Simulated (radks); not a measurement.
Results of a calculation; reference values are marked as such.
Q: These are the eigenvalues of the occupied orbitals of an atom or ion with whole-number occupations (eV). Code: a radial shooting solver on a logarithmic mesh with Libxc functionals. Model: scalar-relativistic Kohn-Sham, PBE, spin-polarised, spherical densities, finite nucleus; Fermi nuclear charge, rms radius of each element as measured or else 0.836 A^(1/3) + 0.57 fm.

1s up: -55578.14
1s down: -55577.96
2s up: -9372.370
2s down: -9372.224
2p up: -8314.331
2p down: -8314.139
3s up: -2165.611
3s down: -2163.174
3p up: -1842.189
3p down: -1839.738
3d up: -1431.291
3d down: -1429.389
4s up: -502.3062
4s down: -497.1255
4p up: -395.5224
4p down: -390.4077
4d up: -251.1306
4d down: -246.0212
5s up: -131.6484
5s down: -127.0429
5p up: -103.1966
5p down: -99.0373
4f up: -92.4615
4f down: -87.2719

Which element is it, and in what charge state? The configuration may be excited. Open shells, if any, are filled with parallel spins first.

A: Z = 67, holmium, charge +6: Ho6+ in [Kr] 4d10 4f9 5s2 5p4. The list shows which subshells hold electrons but not how many an open one holds; the 1s level, -2042.5 hartree, gives Z - s = 63.9 by -(Z - s)^2/2, which with screening and relativity narrows Z to a few neighbours, and the depths of the outer levels then fix element, charge and occupations together.
